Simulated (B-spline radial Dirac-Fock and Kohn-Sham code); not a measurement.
# Cross section and asymmetry of the 4p3/2 subshell of Sr

System: atomic strontium, [Kr] 5s2. The computed 4p3/2 threshold is 27.33 eV; without correlation, outer thresholds are uncertain by 1 to 2 eV.

These are calculated numbers from a radial finite-basis atomic code; the model is Dirac-Hartree-Slater photoionisation with all multipoles and Dirac-Fock thresholds. Interchannel coupling and autoionising resonances are not included, so magnitudes near threshold are approximate.

```csv
kinetic energy (eV),σ (Mb),β
1.5,13.3,1.57
2.3,11.4,1.69
3.7,9.18,1.82
5.7,6.78,1.93
9.0,4.45,1.98
14.0,2.48,1.90
21.9,1.16,1.48
34.2,0.504,0.54
53.5,0.279,-0.20
83.7,0.225,0.20
130.9,0.186,0.84
204.6,0.134,1.26
319.9,0.0838,1.51
```

The cross section shows no minimum in this range. It is largest at the lowest energy, 13.3 Mb. β ranges from -0.20 (at 53.5 eV) to 1.98.
